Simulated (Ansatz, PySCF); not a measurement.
Dissociation curve of BeH (cation, charge +1), singlet.

Computed with: FCI = full CI/cc-pVTZ, frozen core run with Ansatz (an electronic-structure program); RHF/cc-pVTZ (Ansatz); UKS-PBE = unrestricted PBE/cc-pVTZ in Ansatz; RHF/6-31G* = PySCF with restricted Hartree-Fock/6-31G*, spherical d.

Energies are in eV, each relative to the lowest point of its own curve near equilibrium.

```
R / Å    FCI    RHF  UKS-PBE  RHF/6-31G*
-----  -----  -----  -------  ----------
1.06   0.807  0.790    0.849       0.856
1.14   0.336  0.318    0.369       0.352
1.19   0.160  0.144    0.186       0.164
1.24   0.055  0.043        ?       0.052
1.29       ?  0.000        ?           ?
1.33   0.000  0.001    0.000       0.000
1.39   0.036  0.049    0.024       0.047
1.41   0.057  0.076        ?       0.073
1.45   0.113  0.143    0.090       0.141
1.54   0.284  0.345        ?       0.349
1.64   0.522  0.629    0.470       0.642
1.79   0.920  1.117    0.859       1.144
1.99   1.443  1.803    1.398       1.842
2.19   1.899  2.463    1.856       2.505
2.41   2.294  3.121    2.194       3.161
2.65   2.604  3.743    2.425       3.780
2.91   2.823  4.301    2.586       4.340
3.26   2.982  4.886    2.719       4.934
3.58   3.049  5.280    2.787       5.340
4.04   3.087  5.671    2.828       5.746
4.67   3.102  5.984    2.831       6.062
5.30   3.107  6.151    2.809       6.219
```

Q: What belongs in the gaps?

A: 
- 1.24, UKS-PBE: 0.071
- 1.29, FCI: 0.006
- 1.29, UKS-PBE: 0.013
- 1.29, RHF/6-31G*: 0.002
- 1.41, UKS-PBE: 0.042
- 1.54, UKS-PBE: 0.245

The restricted form behind RHF, RHF/6-31G* keeps the bonding electrons paired and can't separate into open-shell fragments. The unrestricted determinant behind UKS-PBE is spin-contaminated at 2.19 to 5.30 Å (<S²> up to 0.9, against 0.00 for a pure singlet).
